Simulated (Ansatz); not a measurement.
Two isomers of CH4BFN2: A = `BNC(=N)F`, B = `NC1(F)BN1`.

Gas-phase electronic energies from Ansatz, PBE0-D4/def2-TZVP geometries. CBS: MP2 limit from def2 TZ/QZ plus the TZ coupled-cluster correction, frozen cores. Functionals use def2-TZVPP. B3LYP here is the variant with VWN-RPA as its local correlation; programs differ in this. Each species was taken in one conformer, which may not be the lowest.

Problem. Which is lower in electronic energy at CCSD(T)/CBS, and by how much? (An estimate is asked.)

Solution. Computed: A, by 117.8 kJ/mol.

Problem. Give E(B) − E(A) in kJ/mol with B3LYP, CCSD(T)/def2-SVP, CCSD/def2-TZVPP, CCSD(T)/def2-TZVPP, HF/def2-TZVPP, B3LYP-D4, B2PLYP. (Best estimate.)

Solution. Computed: B3LYP 128.1, CCSD(T)/def2-SVP 124.6, CCSD/def2-TZVPP 126.0, CCSD(T)/def2-TZVPP 125.5, HF/def2-TZVPP 153.5, B3LYP-D4 127.9, B2PLYP 127.6. None reverses the order clearly.

Problem. Does the order hold for the free energy at 298.15 K (harmonic terms from PBE0-D4)? (Estimate.)

Solution. The calculation gave: Yes: G(B) − G(A) = +120.8 kJ/mol, for one conformer each.

Largest T1 diagnostic: 0.014.

Leaving LDA and LC-ωPBE aside and taking each functional with its dispersion term where it has one, the values, not all of them listed here, spread over 22.0 kJ/mol, from PBE0-D4 to BLYP-D4. LDA lies −17.1 kJ/mol from PBE without D4. From r2SCAN to r2SCAN0 (25 % exact exchange), in def2-TZVPP and without D4, E(B) − E(A) moves by −3.8 kJ/mol.
